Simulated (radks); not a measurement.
Spherical quantum dot in the effective-mass picture: electrons in a parabolic well V = omega^2 r^2 / 2 with omega = 0.208, all in effective atomic units (hartree* = m*/eps^2 hartree, bohr* = eps/m* bohr), one dielectric constant everywhere. Calculated with a radial shooting solver with Libxc functionals: non-relativistic Kohn-Sham, LDA (Slater exchange, Perdew-Wang correlation), spin-polarised, spherical densities. Levels are named by radial order and angular momentum (1s, 1p, 1d, 2s, ...), and open shells are averaged over m. Results are scaled to m* = 0.172 and eps = 9.6, for which hartree* = 50.79 meV and bohr* = 2.954 nm. Each electron was tried in the lowest free levels, single moves between levels near the top were tried too, and the lowest total energy was kept; such a search can miss a lower state. At N = 1 the Hartree and exchange-correlation terms need not cancel, so that row can carry a self-interaction error.

N	open shells	2S	E (meV)	mu = E(N) - E(N-1) (meV)	addition energy mu(N+1) - mu(N) (meV)	e(HOMO) (meV)	rms radius (nm)
1	1s(up 1, down 0)	1	16.2836	16.284	15.19	22.633	8.043
2	none	0	47.7588	31.475	18.81	37.329	9.041
3	1p(up 1, down 0)	1	98.0485	50.290	9.804	55.200	10.36
4	1p(up 2, down 0)	2	158.142	60.093	9.623	64.951	11.21
5	1p(up 3, down 0)	3	227.858	69.716	11.26	74.431	11.89
6	1p(up 3, down 1)	2	308.831	80.973	8.540	85.254	12.51
7	1p(up 3, down 2)	1	398.344	89.513	8.419	93.750	13.06
8	none	0	496.276	97.932	13.54	102.08	13.54
9	1d(up 1, down 0)	1	607.747	111.47	7.545	115.26	14.10
10	1d(up 2, down 0)	2	726.763	119.02	7.432	122.75	14.58
11	1d(up 3, down 0)	3	853.210	126.45	7.311	130.12	15.03
12	1d(up 4, down 0)	4	986.968	133.76	7.189	137.37	15.44
13	1d(up 5, down 0)	5	1127.92	140.95	8.556	144.50	15.82
14	1d(up 5, down 1)	4	1277.42	149.50	6.772	152.90	16.19
15	1d(up 5, down 2)	3	1433.69	156.28	6.698	159.64	16.54
16	1d(up 5, down 3)	2	1596.67	162.97	6.617	166.30	16.86
17	1d(up 5, down 4)	1	1766.26	169.59	6.534	172.87	17.18
18	none	0	1942.38	176.12	7.773	179.36	17.48
19	2s(up 1, down 0)	1	2126.28	183.90	7.305	187.15	17.78
20	none	0	2317.48	191.20	8.123	194.41	18.06
21	1f(up 1, down 0)	1	2516.81	199.33	6.013	202.34	18.36
22	1f(up 2, down 0)	2	2722.14	205.34	5.955	208.33	18.64
23	1f(up 3, down 0)	3	2933.44	211.29	5.898	214.25	18.91
24	1f(up 4, down 0)	4	3150.63	217.19	5.841	220.12	19.18
25	1f(up 5, down 0)	5	3373.66	223.03	5.786	225.93	19.43
26	1f(up 6, down 0)	6	3602.48	228.82	5.731	231.69	19.68
27	1f(up 7, down 0)	7	3837.03	234.55	6.809	237.40	19.91
28	1f(up 7, down 1)	6	4078.39	241.36	5.551	244.14	20.15
29	1f(up 7, down 2)	5	4325.30	246.91	5.510	249.67	20.38
30	1f(up 7, down 3)	4	4577.72	252.42	5.468	255.16	20.60
31	1f(up 7, down 4)	3	4835.60	257.89	5.426	260.61	20.81
32	1f(up 7, down 5)	2	5098.92	263.31	5.384	266.01	21.02
33	1f(up 7, down 6)	1	5367.61	268.70	5.343	271.37	21.23
34	none	0	5641.65	274.04	7.002	276.70	21.43
35	2p(up 1, down 0)	1	5922.69	281.04	5.306	283.70	21.63
36	2p(up 2, down 0)	2	6209.04	286.35	5.285	288.99	21.83
37	2p(up 3, down 0)	3	6500.67	291.63	6.012	294.27	22.02
38	2p(up 3, down 1)	2	6798.32	297.64	5.155	300.22	22.22
39	2p(up 3, down 2)	1	7101.12	302.80	-	305.37	22.40

All shells are closed at N = 2, 8, 18, 20, 34 (there: 1s2 1p6 1d10 2s2 1f14); the second difference of the energy has clear peaks (12 % above both neighbours; the first and last values, which can be the largest, are not judged, and half-filled shells can peak too) at N = 2, 5, 8, 13, 27, 34, 37.
